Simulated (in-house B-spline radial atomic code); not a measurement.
## Ga⁴⁺: [Ar] (3d3/2)4 (3d5/2)5 (an excited or competing configuration)

All numbers are computed (Dirac-Hartree-Fock, average of the jj configuration; Fermi nucleus of rms radius 3.9973 fm) with a B-spline radial code for spherical atoms, not measured.

Z_r = [3n² - l(l+1)]/(2<r>); Z_e = n√(-2ε); the last column is Slater's effective charge. Values are occupation-weighted means over j.

```tsv
shell	electrons	ε (eV)	<r> (bohr)	Z_r	Z_e	Slater
1s	2	-10507	0.04858	30.88	27.79	30.70
2s	2	-1401.4	0.2167	27.69	20.30	26.85
2p	6	-1223.3	0.1905	26.25	18.96	26.85
3s	2	-236.69	0.6459	20.90	12.51	19.75
3p	6	-180.45	0.6699	18.66	10.93	19.75
3d	9	-89.562	0.7373	14.24	7.70	10.20
```

The least bound orbital is 3d5/2 at -89.21 eV, and it is also the most diffuse (<r> = 0.7394 bohr).

For the 1s electron the small component carries 1.26 % of the norm, the zero-frequency Breit interaction raises the level by 14.63 eV, self-energy by 7.524 eV, and vacuum polarisation lowers it by 0.7115 eV.
